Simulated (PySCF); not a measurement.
CH8SSi2, SMILES C[SiH2]S[SiH3]. The structure is a stationary point at PBE-D3(BJ)/def2-SVP. Other conformers were not sampled.

Give the equilibrium geometry at PBE-D3(BJ)/def2-SVP (PySCF confirms it by a frequency run) as a Z-matrix. (Estimate from the structure and the level; the computed values follow.)

This is not unique; one that fits is 
```
Si
H 1 1.5025
H 1 1.5070 2 109.41
C 1 1.8838 2 110.96 3 122.05
H 4 1.1080 1 110.41 2 58.65
H 4 1.1082 5 108.31 1 -121.70
H 4 1.1098 5 108.57 6 -117.33
S 1 2.1761 2 104.72 3 -116.86
Si 8 2.1608 1 98.81 2 163.09
H 9 1.5009 8 106.17 1 175.42
H 9 1.5045 10 109.87 8 -120.70
H 9 1.5061 10 109.31 11 -118.59
```
Charge 0, spin multiplicity 1.
